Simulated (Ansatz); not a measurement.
Species: sum formula SnH3Cl, net charge 0, singlet state. SMILES: [Cl][SnH3]
Structure (B3LYP-D3(BJ)/def2-TZVP (Ansatz, a first-principles code) minimum search):
```
Sn
H 1 1.7045
H 1 1.7045 2 112.69
H 1 1.7045 2 112.69 3 128.90
Cl 1 2.3564 2 106.02 3 -115.55
```
Charge 0, spin multiplicity 1.

Computed values are from Ansatz. Valence correlation only, unless marked. UHF or UKS for open shells. Spin-orbit coupling is left out. Frozen are the shells of the preceding noble gas and the d and f shells that filled before the atom's block. Past Kr the def2 sets carry scalar-relativistic core potentials. Basis-set limits of correlation are two-point, X^-3; Hartree-Fock from the larger set.

atomisation energy De: 1161.5 kJ/mol at CCSD(T)/CBS(def2-TZVPPD,def2-QZVPPD)
vertical ionisation energy (to the doublet): 11.31 eV at CCSD(T)/CBS(def2-TZVPPD,def2-QZVPPD)
vertical triplet-singlet gap: 6.43 eV at CCSD(T)/CBS(def2-TZVPPD,def2-QZVPPD)
total energy: -675.0530 Eh at CCSD(T)/CBS(def2-TZVPPD,def2-QZVPPD)
dipole moment: 2.66 D at CCSD(T)/def2-SVPD
T1 diagnostic: 0.008 at CCSD/def2-QZVPPD
